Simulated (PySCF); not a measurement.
SiBrF3, SMILES F[Si](Br)(F)F. Geometry: r2SCAN-D4/def2-SVP.

Problem. Give the equilibrium geometry at r2SCAN-D4/def2-SVP (PySCF confirms it by a frequency run) as Cartesian coordinates in Å, and its point group. (The exact figures need the calculation; the answer reports its results.)

Solution. point group C3v.
```xyz
5

F      1.2930    -0.7465    -1.3619
Si     0.0000     0.0000    -0.7989
F      0.0000     1.4930    -1.3619
F     -1.2930    -0.7465    -1.3619
Br     0.0000     0.0000     1.3702
```
